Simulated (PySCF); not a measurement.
C₂H₈N, SMILES C[NH2+]C, charge +1.

The structure is a stationary point at B3LYP-D3(BJ)/def2-SVP. The isomer is the one that the SMILES or the coordinates give; other isomers of the formula were not compared.

The numbers are results of TDA-ωB97X/def2-SVPD (PySCF), not measurements.

Vertical excitations.  State labels are in the subgroup C2v.

Computed excitation energies, oscillator strengths and character:
```csv
state,symmetry,energy (eV),λ (nm),f,main pairs
S1,B1,11.07,112,0.012,HOMO→LUMO 92 %
S2,B2,11.13,111,0.024,HOMO−1→LUMO 93 %
S3,A1,11.37,109,0.006,HOMO−2→LUMO 91 %
S4,A2,11.57,107,0.000,HOMO−3→LUMO 88 %
S5,A2,12.75,97,0.000,HOMO→LUMO+1 82 %
S6,B1,12.76,97,0.082,"HOMO→LUMO+2 32 %, HOMO−2→LUMO+3 23 %, HOMO→LUMO+4 21 %, HOMO→LUMO+5 11 %"
S7,B2,12.78,97,0.191,"HOMO−1→LUMO+2 50 %, HOMO−1→LUMO+5 14 %, HOMO−3→LUMO+3 14 %, HOMO−2→LUMO+1 8 %"
S8,A2,12.88,96,0.000,"HOMO−1→LUMO+3 33 %, HOMO−3→LUMO+2 31 %, HOMO→LUMO+1 12 %, HOMO−1→LUMO+7 8 %"
S9,A1,12.90,96,0.100,"HOMO→LUMO+3 48 %, HOMO−2→LUMO+2 26 %, HOMO−2→LUMO+4 7 %"
S10,A1,12.94,96,0.119,HOMO−1→LUMO+1 86 %
T1,B1,10.81,115,0,HOMO→LUMO 87 %
T2,B2,10.83,115,0,HOMO−1→LUMO 88 %
T3,A1,11.06,112,0,HOMO−2→LUMO 87 %
T4,A2,11.34,109,0,HOMO−3→LUMO 79 %
```
Triplets are in the Tamm–Dancoff approximation.
